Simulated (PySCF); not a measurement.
Energies from PySCF (xtb for GFN2), thermal terms from the rigid-rotor harmonic-oscillator model, ideal gas at 1 bar. 'Table' is the NASA 1993 thermochemical table (part measured, part estimated). All species are closed-shell singlets. The harmonic model lacks anharmonicity and excited electronic states, which grow with temperature; levels with a mode under 35 cm⁻¹ are left out. Soft modes under 120 cm⁻¹ make the harmonic entropy rough for Ba(OH)2. The table's entry may be an old estimate for Ba(OH)2 (not checked at source).

Harmonic frequencies at GFN2-xTB (cm⁻¹): 85, 169, 208, 256, 273, 467, 564, 3639, 3641. Point group C2v; S°(298 K) = 326.2 J/mol/K at this level.

### Question
Work out Cp and S° of gaseous Ba(OH)2 at 500, 800, 1200, 1600, 2000 K from these, and set them beside the table.

### Answer
| T (K) | Cp GFN2-xTB | Cp table | S° GFN2-xTB | S° table |
|---|---|---|---|---|
| 500 | 87.5 | 85.9 | 370.1 | 357.4 |
| 800 | 90.8 | 90.1 | 412.0 | 398.8 |
| 1200 | 94.9 | 94.6 | 449.6 | 436.2 |
| 1600 | 98.3 | 98.1 | 477.4 | 463.9 |
| 2000 | 100.9 | 100.7 | 499.7 | 486.1 |
Units J/mol/K.
